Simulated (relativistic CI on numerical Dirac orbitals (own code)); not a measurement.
d8 in a ligand field

Computed with a parametric ligand-field model of a d^n configuration (Racah B and C, spin-orbit zeta, crystal field), exact diagonalisation.

Field parameters in Wybourne normalisation: Oh B⁴₀ = 21Dq, B⁴₄ = √(5/14) B⁴₀; Td as Oh with Dq negative (B⁴₀ = 21Dq, B⁴₄ = √(5/14) B⁴₀). The field is a parameter set, without covalency.

Question: Ground term and bands for B = 770, C = 3110, ζ = 0 cm⁻¹, Oh, 10Dq = 10850 cm⁻¹?

Answer: Ground term 3A2 with 2.00 electrons in the two orbitals of the cubic e set. Spin-allowed: 3T2 10850 cm⁻¹ (922 nm), 3T1 17031 cm⁻¹ (587 nm), 3T1 27069 cm⁻¹ (369 nm). Lowest spin-forbidden: 1E 12068 cm⁻¹ (829 nm), 1A1 20519 cm⁻¹ (487 nm), 1T2 22647 cm⁻¹ (442 nm). With an A2 ground term the first spin-allowed band lies at |10Dq| itself.

Question: Ground term and bands for B = 680, C = 3230, ζ = 0 cm⁻¹, Oh, 10Dq = 19250 cm⁻¹?

Answer: Ground term 3A2 with 2.00 electrons in the two orbitals of the cubic e set. Spin-allowed: 3T2 19250 cm⁻¹ (519 nm), 3T1 26245 cm⁻¹ (381 nm), 3T1 41705 cm⁻¹ (240 nm). Lowest spin-forbidden: 1E 11759 cm⁻¹ (850 nm), 1A1 21043 cm⁻¹ (475 nm), 1T2 30875 cm⁻¹ (324 nm). With an A2 ground term the first spin-allowed band lies at |10Dq| itself.

Question: A d8 ion in Td symmetry has the ground term 3T1 and bands at 3T2 6437 cm⁻¹ (1554 nm), 1T2 11907 cm⁻¹ (840 nm), 1E 12388 cm⁻¹ (807 nm), 3A2 13837 cm⁻¹ (723 nm), 3T1 17473 cm⁻¹ (572 nm), 1T2 20526 cm⁻¹ (487 nm). Which parameters reproduce them?

Answer: B = 800, C = 3340, ζ = 0 cm⁻¹, Td, 10Dq = -7400 cm⁻¹.

Question: A d8 ion in Oh symmetry has the ground term 3A2 and bands at 1E 12695 cm⁻¹ (788 nm), 1A1 23412 cm⁻¹ (427 nm), 3T2 29900 cm⁻¹ (334 nm), 3T1 37865 cm⁻¹ (264 nm), 1T2 42493 cm⁻¹ (235 nm), 3T1 62785 cm⁻¹ (159 nm). Which parameters reproduce them?

Answer: B = 730, C = 3480, ζ = 0 cm⁻¹, Oh, 10Dq = 29900 cm⁻¹.

Question: A d8 ion in Oh symmetry has the ground term 3A2 and bands at 3T2 4200 cm⁻¹ (2381 nm), 3T1 7348 cm⁻¹ (1361 nm), 1E 15562 cm⁻¹ (643 nm), 1T2 19145 cm⁻¹ (522 nm), 3T1 20852 cm⁻¹ (480 nm), 1A1 23798 cm⁻¹ (420 nm). Which parameters reproduce them?

Answer: B = 1040, C = 4230, ζ = 0 cm⁻¹, Oh, 10Dq = 4200 cm⁻¹.
